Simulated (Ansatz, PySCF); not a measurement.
Donor–acceptor adduct: BH3 (SMILES B) (first 4 atoms) with PH3 (SMILES P); geometry from B3LYP-D3(BJ)/def2-TZVP.
(charge 0, multiplicity 1):
```xyz
8

B     -0.0303    -0.0774     0.6721
H      1.0967    -0.4211     0.4177
H     -0.8416    -0.9688     0.6552
H     -0.3837     0.9320     0.1159
P      0.0544     0.4299     2.5320
H     -1.1256     0.8877     3.1451
H      0.4453    -0.5473     3.4648
H      0.9304     1.4694     2.8927
```

Counterpoise-corrected where a basis set is named; no monomer relaxation. Rows marked so take none.

Cores are frozen in the correlated methods. Rows in 6-31G* carry no dispersion term and start afresh at each structure (6-31G* with six Cartesian d functions).

The values were computed with Ansatz (a quantum-chemistry and plane-wave program) with Gaussian orbitals; PySCF for 6-31G* rows. Values without a source in brackets are computed.

### Question
One of these levels gives -23.47 kcal/mol for the interaction energy. Name it.
A) HF/aug-cc-pV(D+d)Z
B) PBE/def2-TZVPPD
C) BP86/6-31G* (no counterpoise)
D) SCS-MP2/aug-cc-pV(D+d)Z

### Answer
A, HF/aug-cc-pV(D+d)Z. The others give -43.22 (PBE/def2-TZVPPD), -38.90 (BP86/6-31G* (no counterpoise)), -30.65 (SCS-MP2/aug-cc-pV(D+d)Z)
